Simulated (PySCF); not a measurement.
Te(SeH)2 (H₂Se₂Te), SMILES [Te]([SeH])[SeH].

Coordinates come from a B3LYP-D3(BJ)/def2-SVP optimisation. This is a generated structure with no PubChem entry under its InChIKey; it may be hypothetical. The def2 effective core potentials stand for the cores of Te; spin–orbit coupling is left out. One conformer was computed; it need not be the lowest.

These are PBE/def2-TZVPD in PySCF values and carry that method's errors.

Gas-phase values at a fixed geometry.

Computed frontier levels, gap, dipole moment and polarisability:
- highest occupied level: -5.73 eV
- lowest empty level: -3.07 eV
- orbital gap: 2.66 eV
- dipole moment: 0.24 D
- quadrupole, principal values (traceless, Buckingham form, about the centre of nuclear charge): -3.92, -0.49, 4.40 D·Å
- mean static polarisability: 111.6 bohr³ (16.53 Å³)
- polarisability, principal values: 82.2, 99.3, 153.2 bohr³
